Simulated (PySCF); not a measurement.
Excitation energy of Li by level of theory

Li [He] 2s1 (2S) → Li [He] 2p1 (2P), as a difference of total energies. Calculation: PySCF 2.14, in dyall-acv3z (15s9p3d, 57 functions); no relativity, point nucleus. Correlated levels: valence and next inner shell: nothing frozen; virtual orbitals above 40 to 60 times the deepest correlated orbital energy dropped. The calculations carry no spin-orbit coupling.

```json
{"method": "UHF", "excitation energy (eV)": "1.841", "error (eV)": "-0.007"}
{"method": "MP2 (valence and next inner shell)", "excitation energy (eV)": "1.856", "error (eV)": "+0.008"}
{"method": "SCS-MP2 (valence and next inner shell)", "excitation energy (eV)": "1.857", "error (eV)": "+0.009"}
{"method": "CCSD (valence and next inner shell)", "excitation energy (eV)": "1.857", "error (eV)": "+0.009"}
{"method": "CCSD(T) (valence and next inner shell)", "excitation energy (eV)": "1.858", "error (eV)": "+0.010"}
{"method": "CCSDT (valence and next inner shell)", "excitation energy (eV)": "1.858", "error (eV)": "+0.010"}
```

Reference: 1.848 eV (measured; NIST levels, between the centres of gravity of the two terms).

Errors of the correlated levels include the incompleteness of this basis.
